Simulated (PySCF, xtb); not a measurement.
C3H5ClGe, SMILES ClC=C=[CH][GeH3].

GFN2-xTB (xtb 6.7.1) at its own geometry gives an orbital gap of 3.93 eV and a dipole moment of 1.67 D.

The structure is a stationary point at r2SCAN-D4/def2-SVP. The structure was generated by enumeration; whether it is a known compound was not checked.

Question: What does PySCF with PBE/def2-TZVP give? (Estimate from the structure and the level; the computed values follow.)

Answer: gap 3.99 eV (levels -5.99 and -2.00 eV), dipole 1.59 D.
